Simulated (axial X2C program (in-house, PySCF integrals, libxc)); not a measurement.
Low determinants of MnSi⁻ at the PBE0 level, with spin–orbit coupling

Computed with an axial X2C code built on PySCF integrals. Two-component (2c) means X2C with spin–orbit coupling and atomic mean-field two-electron Coulomb terms, the Gaunt term switched off. Basis: Mn dyall-av3z [10s11p7d3f2g], Si dyall-av3z [9s8p3d2f] (cores contracted in-house); Gaussian nuclei, density fitting, unrestricted open shells. Masses: Mn 54.938 u, Si 27.977 u.

Search at 2.430 Å (vertical energies from the lowest determinant):

```tsv
ΔE (eV)	state	electrons beyond evenly filled partner blocks	electrons in ±ω = 1/2, 3/2, 5/2, 7/2
0.00	Ω = 1	ω = -3/2, ω = 5/2	30 9 1 0
0.23	Ω = 2	2 × ω = 1/2, ω = -3/2, ω = 5/2	30 9 1 0
0.42	Ω = 3	ω = 1/2, ω = 5/2	29 10 1 0
0.72	Ω = 2	ω = -1/2, ω = 5/2	29 10 1 0
0.91	Ω = 2	ω = -1/2, ω = 5/2	31 8 1 0
0.93	Ω = 0	2 × ω = -1/2, ω = -3/2, ω = 5/2	30 9 1 0
0.93	Ω = 4	ω = 3/2, ω = 5/2	30 9 1 0
```

Lowest determinant, Ω = 1 (⟨Sz⟩ = 1.00, ⟨Lz⟩ = 0.00 at PBE0): Re = 2.426 Å, ωe = 264.6 cm⁻¹.

The determinant in row 2 of the search, Ω = 2 (⟨Sz⟩ = 2.00, ⟨Lz⟩ = 0.00 at PBE0), was followed along the bond at PBE0; measured from the minimum of the lowest determinant it gives:

Te = 0.229 eV (1846 cm⁻¹), Re = 2.450 Å, ωe = 287.6 cm⁻¹.

(1) Compare the bond of the determinant in row 2 with that of the lowest one.

The search compares states at one distance, so a state with another bond length can lie lower; it is not exhaustive and yields mostly the lowest determinant of each block pattern, so other components and higher states of one pattern are missing. These are energies of single determinants, not of spin-adapted states; PBE0 term energies can be off by some tenths of an eV, and the functional has no current term. Open-shell Ω = 0 determinants with evenly filled partner blocks cannot be reached by this program, so the Ω shown need not be the lowest component. The lowest determinant need not be the ground state where others lie within half an eV. For an anion, determinants above electron detachment are held by the basis set. The highest occupied level of some functionals is positive through self-interaction error; at Hartree–Fock it is bound. Row 1 has a positive highest level at its minimum. Row 2 has a positive highest level at its minimum.

## Answers

(1) At PBE0 its Re is 0.024 Å longer and its force constant, which goes as ωe², is 1.18 times that of the lowest determinant. T0 ≈ Te + Δωe/2 = 1846 + (12) = 1858 cm⁻¹.
